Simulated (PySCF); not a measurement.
BrClHInO, SMILES [Cl][In]([Br])[OH].

Geometry optimised at B3LYP-D3(BJ)/def2-SVP. The structure was generated by enumeration; whether it is a known compound was not checked. The def2 effective core potentials stand for the cores of In; spin–orbit coupling is left out. One conformer was computed; it need not be the lowest.

Method: M06-2X/def2-TZVP (PySCF).

Symmetry labels are those of the subgroup Cs that the program uses (full group Cs).

**Question.** List the valence orbital energies around the gap with their symmetry. (Estimate from the structure and the level; the computed values follow.)

**Answer.** 
| orbital | symmetry | energy (eV) |
|---|---|---|
| HOMO−7 | A' | -13.34 |
| HOMO−6 | A' | -11.57 |
| HOMO−5 | A" | -11.27 |
| HOMO−4 | A' | -11.20 |
| HOMO−3 | A" | -10.76 |
| HOMO−2 | A' | -10.57 |
| HOMO−1 | A" | -10.16 |
| HOMO | A' | -10.03 |
| LUMO | A' | -2.04 |
| LUMO+1 | A" | -1.16 |
| LUMO+2 | A' | 0.58 |
| LUMO+3 | A' | 1.03 |
